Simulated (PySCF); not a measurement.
## Correlation energy of O³⁺ (oxygen, charge +3)

[He] 2s2 2p1, 2P determinant. Calculation: PySCF 2.14, in aug-cc-pwCVDZ (5s4p2d, 27 functions); no relativity, point nucleus. Frozen: nothing; 5 electrons correlated.

```csv
level,correlation energy (mhartree)
CCSD,-113.50
(T),-0.80
CCSD(T),-114.30
CCSDT,-114.43
```

Diagnostics: T1 = 0.0042, D1 = 0.0105, largest double amplitude 0.135.

Cost of the coupled-cluster step: roughly 0.4 core-seconds, for 5 correlated electrons.

Iterations:

```
CC2 = 0
CCSD nocc = (np.int64(3), np.int64(2)), nmo = (27, 27)
frozen orbitals [[], []]
max_cycle = 100
direct = 0
conv_tol = 1e-08
conv_tol_normt = 1e-06
diis_space = 8
diis_start_cycle = 0
Init t2, MP2 energy = -0.082176179952164
Init E_corr(UCCSD) = -0.0821761799521779
cycle = 1  E_corr(UCCSD) = -0.100494991351639  dE = -0.0183188114  norm(t1,t2) = 0.0497572
cycle = 2  E_corr(UCCSD) = -0.10744878399424  dE = -0.00695379264  norm(t1,t2) = 0.0238714
cycle = 3  E_corr(UCCSD) = -0.113587633189772  dE = -0.0061388492  norm(t1,t2) = 0.0118288
cycle = 4  E_corr(UCCSD) = -0.113478026160269  dE = 0.00010960703  norm(t1,t2) = 0.000605085
cycle = 5  E_corr(UCCSD) = -0.1135093308312  dE = -3.13046709e-05  norm(t1,t2) = 7.05775e-05
cycle = 6  E_corr(UCCSD) = -0.113498790179506  dE = 1.05406517e-05  norm(t1,t2) = 1.56806e-05
cycle = 7  E_corr(UCCSD) = -0.113501520274221  dE = -2.73009471e-06  norm(t1,t2) = 5.03895e-06
cycle = 8  E_corr(UCCSD) = -0.113501516381859  dE = 3.89236238e-09  norm(t1,t2) = 1.76954e-07
UCCSD converged
E(UCCSD) = -71.19489250128329  E_corr = -0.1135015163818586
UCCSD(T) correction = -0.000796417275400408
```
